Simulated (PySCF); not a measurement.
HgBr, SMILES [Br][Hg+], charge +1.

Geometry: r2SCAN-D4/def2-TZVP. The multiplicity is an assumed one; other spin states were not compared. The def2 effective core potentials stand for the cores of Hg; spin–orbit coupling is left out.

Computed with PBE0/def2-TZVPD run with PySCF.

Computed frontier levels, gap, dipole moment and polarisability:
- highest occupied level: -14.35 eV
- lowest empty level: -11.17 eV
- orbital gap: 3.18 eV
- dipole moment about the centre of nuclear charge: 2.93 D
- mean static polarisability: 43.5 bohr³ (6.44 Å³)
- polarisability, principal values: 32.4, 32.4, 65.6 bohr³
